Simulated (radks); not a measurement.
Question: All-electron atom: the ytterbium ion Yb58+ in [Ne] 3s2. Calculated with a radial shooting solver on a logarithmic mesh with Libxc functionals: scalar-relativistic Kohn-Sham, BLYP, spin-polarised, spherical densities, finite nucleus; Fermi nuclear charge, rms radius 5.3108 fm. Some entries of the table are withheld. Estimate them.

orbital,occ.,eigenvalue (eV),<r> (bohr),<r^2> (bohr^2)
1s,2,-65950.96,(1),0.0005292
2s,2,-14839.29,0.08214,0.007957
2p,6,-13652.46,0.07282,(2)
3s,2,-6081.363,0.1968,(3)

Answer: 
(1) 1s <r> (bohr): 0.01965
(2) 2p <r^2> (bohr^2): 0.006450
(3) 3s <r^2> (bohr^2): 0.04413
